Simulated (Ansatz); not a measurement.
Relaxation of CH$_{3}$FSSi (7 atoms, charge 0, multiplicity 1), to a largest force component of 0.02 eV/Å in at most 50 steps.

All numbers below come from Ansatz 0.2.0, UKS B3LYP-D4/def2-SVP.

```xyz
7
Properties=species:S:1:pos:R:3
F -0.982 -2.369 0.247
Si -0.959 -0.775 0.014
C 0.563 0.090 0.163
S 0.604 1.883 0.104
H -2.293 -0.468 -0.430
H -0.141 2.336 1.173
H 1.635 1.980 -0.743
```

Where does it end, and by what steps?

The run converged. After 30 steps the energy has fallen by 2.799 eV; C3 moved furthest, 1.50 Å.

| step | energy less start (eV) | largest force component (eV/Å) | accepted |
| --- | --- | --- | --- |
| 0 | 0.0000 | 2.486 | yes |
| 2 | -1.5469 | 1.865 | yes |
| 4 | -2.3193 | 1.059 | yes |
| 6 | -2.4665 | 0.378 | yes |
| 8 | -2.5738 | 0.891 | yes |
| 10 | -2.6700 | 0.429 | yes |
| 12 | -2.6704 | 0.869 | yes |
| 14 | -2.6881 | 0.218 | yes |
| 16 | -2.6938 | 0.125 | yes |
| 18 | -2.6955 | 0.100 | yes |
| 20 | -2.6984 | 0.339 | yes |
| 22 | -2.7304 | 0.374 | yes |
| 24 | -2.7514 | 0.435 | yes |
| 26 | -2.7927 | 0.111 | yes |
| 28 | -2.7982 | 0.056 | yes |
| 30 | -2.7986 | 0.008 | yes |

```xyz
7
Properties=species:S:1:pos:R:3
F -0.221 -2.074 0.107
Si -1.164 -0.743 -0.007
C -0.707 0.854 -0.091
S 0.679 1.715 -0.345
H -2.552 -1.228 0.009
H 0.592 2.843 0.448
H 1.801 1.311 0.409
```

Whether the end is a true minimum wasn't checked by a vibrational analysis.

Run time: 2.4 min on 2 threads of Arm Neoverse N1 (shared host), peak memory 0.24 GiB.
